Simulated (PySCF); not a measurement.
Level of theory: PBE-D3(BJ)/def2-TZVP // CAM-B3LYP-D3(BJ)/def2-TZVP in PySCF. Gas-phase values, no solvent. One relaxed conformer stands for a flexible species; it need not be the lowest. Excitations are Tamm–Dancoff values on a coarser integration grid. The basis has no diffuse functions, so Rydberg states are missing or too high.

Reference species (SMILES): `B/C(=C/C)C#N` (neutral, multiplicity 1).

```yaml
LUMO: -3.56 eV
HOMO–LUMO gap: 3.72 eV
T1 excitation (TDA): 3.18 eV
```

Changed species: `B/C=C\CC#N`.

Task: Give the shifts of the LUMO, HOMO–LUMO gap and T1 excitation (TDA).

Result: the LUMO stays essentially unchanged; the HOMO–LUMO gap rises by 0.42 eV, to 4.14 eV; the T1 excitation (TDA) goes up by 0.29 eV, to 3.47 eV.
